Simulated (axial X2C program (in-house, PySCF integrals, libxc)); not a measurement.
Worked dissociation energy of SeN: PBE0, spin-free

Computed with an in-house relativistic program for diatomic molecules. Spin-free means the one-electron spin-free X2C Hamiltonian. Basis: Se dyall-cv3z [8s9p6d4f1g], N dyall-av3z [7s7p3d2f] (cores contracted in-house); Gaussian nuclei, density fitting, unrestricted open shells. Masses: Se 79.917 u, N 14.003 u.

Molecular state: M_S = 1/2, Λ = 1 (beyond evenly filled blocks: π+α).

```
E(Se) (2M_S = 2, M_L = 0) : -2429.613081 hartree
E(N) (2M_S = 3, M_L = 0)  : -54.576345 hartree
E(SeN) at Re              : -2484.323971 hartree
ωe                        : 1016.0 cm⁻¹
ωexe                      : 8.88 cm⁻¹
```

Task: Work out De and D0.

Result: De = -2429.613081 + (-54.576345) − (-2484.323971) = 0.13455 hartree = 3.661 eV. The zero-point energy is ωe/2 − ωexe/4 = 506 cm⁻¹ = 0.063 eV, so D0 = 3.598 eV.

One determinant describes the state; a PBE0 search over occupations chose it and may have missed a lower one. De is counted from the lowest determinant-based energies of the atoms at the same level, without counterpoise correction. The functionals have no current-density term, which raises determinants with orbital currents, atoms included. The determinant is spin-polarised beyond a pure state at some levels (its spin-free form has ⟨S²⟩ too high), which makes Re and μ there less reliable. Spin-free De lacks the spin–orbit lowering of the heavy p-block atom, a tenth of an eV or more for 4p and 5p, up to an eV for 6p and one to two eV for 7p atoms, less what an open-shell molecule gains itself.

Each atomic determinant is the lowest at this level and need not be a pure term. Totals compare only within one Hamiltonian and basis.
